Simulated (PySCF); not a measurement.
## Carbon: a sound run and one with changed settings

Sound run: C⁺ [He] 2s2 2p1, C²⁺ [He] 2s2. Computed with PySCF 2.14 in cc-pVDZ-DK, with scalar relativity by spin-free X2C-1e. In the sound run the correlated levels freeze 1s2. The sound run starts from symmetry-adapted Hartree-Fock orbitals and uses a fine grid where one is needed.

Changed run: a valence shell is frozen. This setting is unsound on purpose.

Ionisation energy of C⁺:

```csv
method,sound run (eV),changed run (eV)
UHF,24.184,24.184
MP2,24.235,24.184
SCS-MP2,24.189,24.184
CCSD,24.042,24.184
CCSD(T),24.059,24.184
CCSDT,n/a,24.184
FCI,n/a,24.184
```

Freezing a valence shell removes pair correlation that changes on ionisation.

For comparison, NIST gives 24.383 eV between the lowest levels.
